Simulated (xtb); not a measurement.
Te(Cl)(SiH3) (ClH₃SiTe), SMILES [SiH3][Te]Cl. All values are semi-empirical tight-binding results from xtb (GFN2-xTB unless named), good for trends rather than for accurate numbers. The structure is a stationary point at GFN2-xTB.

Optimised geometry:

```xyz
6

Te    -0.0420    -0.0761     0.6618
Cl    -0.9694    -1.3659    -1.0774
Si     1.0592     1.5411    -0.9008
H      2.1213     0.9110    -1.6790
H      1.6230     2.5426    -0.0059
H      0.0899     2.1481    -1.8052
```
Charge 0, spin multiplicity 1.

### Question
Estimate the properties. (An estimate is asked for; the answer gives what the named calculation found.)

### Answer

```
Quantity                                         Value
---------------------------------------  -------------
orbital gap                                    2.82 eV
zero-point energy                        15.8 kcal/mol
G − E(el) at 298.15 K (modified RRHO)    -4.2 kcal/mol
static polarisability (D4 model)            83.2 bohr³
solvation energy, GFN2-xTB/ALPB(water)   -1.9 kcal/mol
solvation energy, GFN2-xTB/ALPB(ch2cl2)  -4.5 kcal/mol
```

Computed atomic charges and the Wiberg bond orders between heavy atoms:
charges (e) Te1 0.05, Cl2 -0.22, Si3 0.43, H4 -0.07, H5 -0.11, H6 -0.07. Bond orders Te1–Cl2 1.14, Te1–Si3 0.98.
